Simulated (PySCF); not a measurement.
Compound: C₈H₁₁P.
Bonds: C1–C2, C2–C3, C3–C4 (aromatic), C4–P5 (aromatic), P5–C6 (aromatic), C6–C7 (aromatic), C7–C8 (aromatic), C8–C9, C3–C8 (aromatic). Hydrogens: H10, H11, H12 on C1; H13, H14 on C2; H15 on C4; H16 on C6; H17 on C7; H18, H19, H20 on C9.

The calculation used PBE0-D3(BJ)/def2-SVP geometry optimisation, gas phase (PySCF 2.14.0).

Problem. What internal coordinates does the optimisation give?

Solution. 
```tsv
bond	length (bohr)
C1–C2	2.886
C2–C3	2.855
C3–C4	2.639
C4–P5	3.276
P5–C6	3.275
C6–C7	2.625
C7–C8	2.649
C8–C9	2.841
C3–C8	2.670
C1–H10, C1–H11, C1–H12	2.080
C2–H13, C2–H14	2.081
C4–H15	2.073
C6–H16	2.070
C7–H17	2.071
C9–H18, C9–H19, C9–H20	2.080
```

Bonds in one row agree within 0.02 bohr and their mean is given. A selection of angles:
```tsv
angle	degrees
C1–C2–C3	112.5
C2–C3–C4	117.9
C2–C3–C8	120.4
C4–C3–C8	121.6
C3–C4–P5	127.9
C4–P5–C6	99.2
P5–C6–C7	125.0
C6–C7–C8	125.4
C7–C8–C9	118.5
C3–C8–C7	120.9
C3–C8–C9	120.6
```

Torsions: C1–C2–C3–C4 -90°. The mirror-image conformer, all signs reversed, is as good.

The 6-membered ring C3–C4–P5–C6–C7–C8 has internal angles of 99.2° to 127.9° (sum 720°, against 720° for a flat polygon); it is planar, 0.00 Å rms from its mean plane, widest ring torsion 0°. The 7 C–C bonds span 1.389 Å (C6–C7, aromatic) to 1.527 Å (C1–C2, drawn single), a spread of 0.138 Å. P5 (phosphorus bonded to 2 C) is bent (angle 99.2°). Of the pairs four or more bonds apart, C9···H14 is among the closest relative to their van der Waals radii: 2.59 Å, 89 % of the sum of Bondi's values.

Point group: C1 (no symmetry element, even within 0.4 Å). No frequency check. One conformer, not necessarily the lowest.
